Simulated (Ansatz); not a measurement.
Basis sets compared for the cluster Sr4Te5⁻. Total charge -1; doublet. Geometry PBE-D4/def2-SVP. Ansatz on 4 threads of Arm Neoverse V1 on a shared host; times are rough, and most runs start from earlier orbitals.

```tsv
atom	x (Å)	y (Å)	z (Å)
Sr1	0.9712	2.0885	-1.5402
Sr2	1.4779	-1.5791	0.4700
Sr3	-1.9856	-0.7645	-0.6095
Sr4	-0.2744	1.7991	2.2378
Te5	0.6394	-0.7883	-2.6461
Te6	-1.9297	2.5496	-0.3681
Te7	2.6588	1.4704	1.0621
Te8	-0.5081	-3.6041	-1.0894
Te9	-1.0496	-1.1716	2.4834
```

In the def2 sets Sr, Te take a core potential; there is no spin–orbit coupling. The structure comes from a short search, and lower isomers may exist.

| level | functions | energy (Eh) | HOMO (eV) | LUMO (eV) | wall time |
| --- | --- | --- | --- | --- | --- |
| PBE-D4/def2-SVP | 222 | -1463.5583 | -0.70 | -0.09 | 20 s |
| PBE0-D4/def2-SVP (with forces) | 222 | -1463.6447 | -1.53 | 0.61 | 49 s |

Q: Estimate the rows for PBE-D4/def2-SVPD, PBE0-D4/def2-SVPD.

A: 
```
            level  functions  energy (Eh)  HOMO (eV)  LUMO (eV)  wall time
 PBE-D4/def2-SVPD        279   -1463.5651      -0.78      -0.18       30 s
PBE0-D4/def2-SVPD        279   -1463.6511      -1.59       0.54       52 s
```
